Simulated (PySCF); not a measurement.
PySCF job for CH11NOSi3, SMILES N[SiH2]OC([SiH3])[SiH3], PBE/pcSseg-1. Geometry optimised at PBE0-D3(BJ)/def2-SVP. The structure was generated by enumeration, and PubChem lists no compound with its InChIKey, so it may never have been made. Other conformers were not sampled.

```python
import numpy as np
from pyscf import gto, scf, dft
from pyscf.prop.nmr import rks as nmr

mol = gto.M(
    atom='''
    N     3.26615135   -0.57966421   -0.00000000
    Si    1.92733602    0.48367707   -0.00000000
    O     0.46166968   -0.33896997    0.00000000
    C    -0.78384975    0.36134524    0.00000001
    Si   -1.69776292   -0.09821586    1.59964931
    Si   -1.69776292   -0.09821586   -1.59964931
    H     3.50302852   -1.10174386   -0.83581286
    H     3.50302852   -1.10174386    0.83581285
    H     1.98201823    1.32790486   -1.23056852
    H     1.98201824    1.32790485    1.23056852
    H    -0.65018987    1.46440196    0.00000000
    H    -0.84706570    0.26183095    2.77415948
    H    -2.99858979    0.63679724    1.68576456
    H    -1.96362681   -1.56703877    1.62034733
    H    -0.84706572    0.26183096   -2.77415947
    H    -2.99858979    0.63679724   -1.68576454
    H    -1.96362682   -1.56703876   -1.62034734
    ''',
    basis='pcSseg-1',
    charge=0,
    spin=0,
    max_memory=1600,
    verbose=3,
)
mf = dft.RKS(mol, xc='pbe').density_fit(auxbasis='def2-universal-jkfit')
mf.grids.level = 3
mf.conv_tol = 1e-10
mf.max_cycle = 100
mf.kernel()
n = nmr.NMR(mf)
n.verbose = 2
n.max_cycle_cphf = 60
sigma = n.kernel()
print('atom   isotropic/ppm   span/ppm')
for i, s in enumerate(sigma):
    w = np.linalg.eigvalsh((s + s.T) / 2)
    print(f'{mol.atom_symbol(i):2s}{i + 1:3d} {w.mean():14.3f} {w[2] - w[0]:11.3f}')
```

It prints:

```
converged SCF energy = -1042.5000128558
atom   isotropic/ppm   span/ppm
N   1        229.830      45.297
Si  2        368.319      86.932
O   3        301.513      61.071
C   4        133.540     108.269
Si  5        405.105      97.566
Si  6        405.105      97.566
H   7         30.024      16.521
H   8         30.024      16.521
H   9         26.428       8.639
H  10         26.428       8.639
H  11         27.452       6.907
H  12         27.030       8.333
H  13         27.101       8.654
H  14         27.197       7.185
H  15         27.030       8.333
H  16         27.101       8.654
H  17         27.197       7.185
```

The run converged.

Cost: very roughly 80 core-seconds.
